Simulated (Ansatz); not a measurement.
A nudged elastic band was laid between two geometries of C2H11NSSi2 (17 atoms, charge 0, multiplicity 1).

All numbers below come from RKS r2SCAN/STO-3G in Ansatz.

```json
{"movable images": "5", "climbing image": "yes", "spring": "5.0 eV/Å²", "optimiser": "quadratic models (default)", "start path": "IDPP", "force threshold": "0.05 eV/Å", "iteration limit": "60", "end points": "relaxed"}
```

Image 0:

```xyz
17
Properties=species:S:1:pos:R:3
C 0.601 -1.255 0.982
C 0.647 -0.490 -0.384
N 2.088 -0.272 -0.873
S -0.189 -1.574 -1.622
Si -0.153 1.243 -0.243
Si -2.267 1.159 0.532
H 1.110 -2.228 0.898
H -0.436 -1.439 1.301
H 1.103 -0.671 1.769
H 2.567 0.192 -0.043
H 2.515 -1.247 -0.833
H 0.093 -0.748 -2.665
H 0.680 2.037 0.639
H -0.109 1.857 -1.553
H -2.841 2.486 0.589
H -3.109 0.348 -0.319
H -2.319 0.602 1.866
```

Image 6:

```xyz
17
Properties=species:S:1:pos:R:3
C 0.751 -1.025 1.298
C 0.724 -0.489 -0.168
N 2.181 -0.249 -0.558
S -0.136 -1.798 -1.179
Si -0.143 1.215 -0.255
Si -2.336 1.090 0.249
H 1.268 -1.996 1.343
H -0.267 -1.160 1.690
H 1.291 -0.320 1.946
H 2.623 -1.217 -0.546
H 2.153 -0.048 -1.601
H -0.183 -1.034 -2.305
H 0.545 2.123 0.639
H 0.037 1.705 -1.606
H -2.913 2.414 0.327
H -3.067 0.349 -0.756
H -2.548 0.441 1.524
```

Question: What changes between the two ends?

Answer: No bond is made or broken. The dihedral S4–C2–N3–H11 goes from -65 to 54°.

Question: What energy profile does the band end with?

Answer: It converged. The highest image is number 3 of 0 to 6, 3.0 kcal/mol above the first end and 4.1 kcal/mol above the last; the last end lies 1.1 kcal/mol below the first. A vibrational analysis at the climbing image gives one clearly imaginary mode, 296i cm⁻¹: a first-order saddle point. Limits of this set-up: minimal basis.

```csv
image,path coordinate (Å),energy (kcal/mol),dihedral S4–C2–N3–H11 (°)
0,0.00,0.0,-65
1,0.50,0.4,-54
2,0.99,1.9,-33
3,1.49,3.0,-10
4,2.03,1.7,16
5,2.56,-0.6,41
6,3.10,-1.1,54
```

Question: What is the geometry of the highest image?

Answer: 
```xyz
17
Properties=species:S:1:pos:R:3
C 0.686 -1.081 1.176
C 0.707 -0.467 -0.260
N 2.177 -0.166 -0.687
S -0.063 -1.715 -1.383
Si -0.179 1.229 -0.297
Si -2.346 1.107 0.318
H 1.220 -2.045 1.198
H -0.344 -1.253 1.520
H 1.176 -0.399 1.887
H 2.757 -0.543 0.121
H 2.371 -0.912 -1.422
H -0.112 -0.871 -2.449
H 0.546 2.123 0.582
H -0.069 1.740 -1.647
H -2.949 2.422 0.332
H -3.110 0.283 -0.592
H -2.489 0.547 1.644
```

Question: What are the harmonic wavenumbers there?

Answer: 296i, 43, 78, 105, 214, 239, 267, 289, 319, 362, 380, 477, 534, 594, 628, 675, 838, 862, 902, 929, 1011, 1053, 1113, 1131, 1136, 1139, 1146, 1239, 1303, 1420, 1573, 1698, 1701, 1851, 2647, 2648, 2687, 2699, 2703, 2956, 3301, 3433, 3472, 3483, 3629 cm⁻¹.

The run took 110 s on 1 thread of AMD EPYC 9R45 96-Core Processor (Zen 5), on a shared host, peak memory 0.17 GiB.
